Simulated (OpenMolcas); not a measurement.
Tc2+ in a point-charge field

Tc2+ among 6 point charges of -0.65 e arranged as a tetragonal octahedron (D4h), 1.92 Å from the ion, with the axial distance 1.709 Å.

```json
{"Program": "OpenMolcas", "Method": "SS-CASPT2, IPEA 0.25 Eh, imaginary shift 0.1 Eh (closed shells correlated: 4s 4p)", "Basis": "ANO-RCC-VDZP [6s5p3d1f]", "Scalar Hamiltonian": "DKH2, point nucleus", "Active space": "5 electrons in 5 orbitals (4d)", "State averaging": "2S+1 = 6 even, 1 root; 2S+1 = 4 even, 24 roots; 2S+1 = 2 even, 75 roots", "Spin-orbit coupling": "RASSI with atomic mean-field integrals over the reference wave functions"}
```

The lowest spin-free states (labels of D4, the rotations of D4h), above the lowest:

```csv
State,Degeneracy,E (cm-1),Free-ion L (%)
6A1,1,0,S (100)
4E,2,15800,G (63)
4B2,1,17590,G (67)
4A2,1,17820,G (67)
4E,2,20410,G (94)
4B1,1,21100,G (97)
4A1,1,21550,G (99)
4A1,1,21810,G (100)
2E,2,22560,I (41)
4B2,1,22990,D (69)
2B2,1,23400,I (47)
4E,2,24030,D (83)
4B1,1,24540,D (94)
2B1,1,26320,I (66)
4A1,1,26400,D (99)
2E,2,26680,I (65)
2E,2,27450,I (66)
2A2,1,28040,I (74)
2A1,1,28250,I (61)
2B2,1,28770,I (70)
```

The lowest levels with spin-orbit coupling:

| E (cm-1) | Degeneracy | Label | 2S+1 | g |
| --- | --- | --- | --- | --- |
| 0 | 2 | E3/2 | 6 | 0.08 0.08 9.99 |
| 5 | 2 | E3/2 | 6 | 0.08 0.08 6.00 |
| 8 | 2 | E1/2 | 6 | 2.00 6.00 6.00 |
| 15540 | 2 | E3/2 | 4 | 3.33 3.33 3.75 |
| 15580 | 2 | E3/2 | 4 | 0.17 3.60 3.60 |
| 15810 | 2 | E1/2 | 4 | 0.10 0.85 0.85 |
| 16080 | 2 | E1/2 | 4 | 0.80 0.80 4.11 |
| 17470 | 2 | E3/2 | 4 | 0.41 1.78 1.78 |
| 17510 | 2 | E1/2 | 4 | 0.14 0.14 6.39 |
| 17730 | 2 | E3/2 | 4 | 1.15 1.15 2.98 |
| 17820 | 2 | E1/2 | 4 | 1.47 3.80 3.80 |
| 20170 | 2 | E3/2 | 4 | 0.75 1.41 1.41 |
| 20400 | 2 | E3/2 | 4 | 2.00 2.00 3.16 |
| 20470 | 2 | E1/2 | 4 | 0.24 0.24 7.12 |
| 20500 | 2 | E1/2 | 4 | 0.46 0.46 10.93 |
| 21060 | 2 | E3/2 | 4 | 1.50 3.98 3.98 |
| 21110 | 2 | E1/2 | 4 | 0.16 0.16 4.77 |
| 21510 | 2 | E1/2 | 4 | 1.89 3.63 3.63 |
| 21560 | 2 | E3/2 | 4 | 0.02 0.02 6.16 |
| 21670 | 2 | E3/2 | 4 | 0.03 0.03 5.81 |

Powder χT (cm3 K/mol): 3.76 at 2 K, 4.32 at 10 K, 4.37 at 50 K, 4.37 at 100 K, 4.37 at 200 K, 4.37 at 300 K. The effective moment at 300 K is 2.828 √(χT) = 5.91 μB.

The lowest level has 2S+1 = 6, for which the spin-only value is χT = S(S+1) / 2 = 4.375 cm3 K/mol (g = 2). The computed 4.373 at 300 K differs by -0.002, through a little spin-orbit mixing out of the ground term, against the free-electron g of 2.0023, which raises it.

Point charges give a weaker field than real ligands, and real ions of this kind are as a rule low spin; the high spin found here belongs to the model. Free-ion shares, where given, are those of the reference states; single-state CASPT2 does not remix them. Point charges carry no covalency, so the field is a model and not that of real ligands. No measured value stands beside these numbers.

The CASPT2 steps took 6.9 s on 1 thread of Arm Neoverse V1 (shared host); the integral step is not counted.
